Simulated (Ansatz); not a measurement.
Start from `[SiH3]CI` and change one atom or group to get `Cl[SiH2]CI`.

Ansatz, PBE0-D4/def2-TZVP geometries, multiplicity 1. Each molecule was computed in one conformer, which needn't be the lowest.

Elements past krypton have def2 core potentials.

```
                                        property  `[SiH3]CI`
           HOMO–LUMO gap (B3LYP/def2-TZVPP) / eV        5.71
           LUMO energy (ωB97M-V/def2-TZVPP) / eV        0.78
size of the dipole moment (B3LYP/def2-TZVPP) / D        1.38
               LUMO energy (PBE/def2-TZVPP) / eV       -2.02
            HOMO–LUMO gap (PBE0/def2-TZVPP) / eV        6.18
             LUMO energy (B3LYP/def2-TZVPP) / eV       -1.35
```

(1) What does the change do to each property? (Best estimate.)

Results:

(1) Computed: 
| property | `Cl[SiH2]CI` | shift |
| --- | --- | --- |
| HOMO–LUMO gap (B3LYP/def2-TZVPP) / eV | 5.71 | 0.00 |
| LUMO energy (ωB97M-V/def2-TZVPP) / eV | 0.68 | -0.10 |
| size of the dipole moment (B3LYP/def2-TZVPP) / D | 1.95 | 0.57 |
| LUMO energy (PBE/def2-TZVPP) / eV | -2.13 | -0.11 |
| HOMO–LUMO gap (PBE0/def2-TZVPP) / eV | 6.17 | -0.01 |
| LUMO energy (B3LYP/def2-TZVPP) / eV | -1.46 | -0.11 |

Dipoles are sizes alone; their direction can turn.

B3LYP here is the variant with VWN-RPA as its local correlation; programs differ in this.

Spin–orbit coupling is left out; it splits and shifts lone-pair levels of the heavy atoms by tenths of an eV.
